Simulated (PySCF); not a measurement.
MgHF, SMILES [F][MgH]. Geometry: r2SCAN-D4/def2-TZVPD.

**Question.** Give the equilibrium geometry at r2SCAN-D4/def2-TZVPD (PySCF confirms it by a frequency run) as bond lengths and angles, and its point group. (An estimate is asked for; the answer gives what the named calculation found.)

**Answer.** point group C∞v.
Atoms: Mg1 H2 F3. Bond lengths (Å): Mg1–H2 1.689, Mg1–F3 1.760. Angles (°): H2–Mg1–F3 180.0.
